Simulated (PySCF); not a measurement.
Si(H)2(Vi)(OEt), C4H10OSi, SMILES C=C[SiH2]OCC, GFN2-xTB optimised geometry.

```
16

Si    -1.57    -0.48     0.00
C      0.31    -0.48     0.00
C      1.09     0.47     0.50
O     -2.17    -1.31    -1.26
C     -1.97    -1.12    -2.64
C     -2.53    -2.32    -3.40
H     -2.03     0.91     0.00
H     -2.14    -1.29     1.07
H      0.80    -1.35    -0.44
H      0.67     1.35     0.95
H      2.17     0.41     0.49
H     -2.48    -0.20    -2.95
H     -0.90    -1.00    -2.85
H     -2.02    -3.22    -3.09
H     -2.39    -2.17    -4.47
H     -3.59    -2.43    -3.18
```

Density from PBE0/def2-TZVP run with PySCF at that geometry.

Minimum of the electron density along straight lines between bonded atoms, close to the bond critical point (lines longer than 1.1 times the sum of covalent radii, or with two minima, are not listed):

```csv
bond,length / Å,ρ at the minimum / e bohr⁻³,∇²ρ there / e bohr⁻⁵,position (fraction from the first atom)
Si1–C2,1.889,0.119,0.19,0.39
C2–C3,1.324,0.355,-1.10,0.49
Si1–O4,1.622,0.143,0.93,0.41
O4–C5,1.399,0.261,-0.48,0.66
C5–C6,1.522,0.253,-0.65,0.51
Si1–H7,1.469,0.125,0.18,0.49
Si1–H8,1.457,0.128,0.18,0.49
C2–H9,1.086,0.280,-0.97,0.64
C3–H10,1.078,0.288,-1.04,0.64
C3–H11,1.080,0.287,-1.03,0.65
C5–H12,1.098,0.283,-0.99,0.64
C5–H13,1.097,0.283,-0.99,0.64
C6–H14,1.087,0.280,-0.96,0.64
C6–H15,1.087,0.279,-0.96,0.64
C6–H16,1.087,0.280,-0.96,0.64
```
